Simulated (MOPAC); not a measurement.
MOPAC input (PM7):

```
PM7 PRECISE GNORM=0.05 LET XYZ GEO-OK AUX(PRECISION=9) THREADS=1
HCu

Cu   -0.00000000 1   -0.00000000 1   -0.04943660 1
H     0.00000000 1    0.00000000 1    1.43366134 1
```

Problem. What heat of formation does the run end on?

Solution. 62.39 kcal/mol.
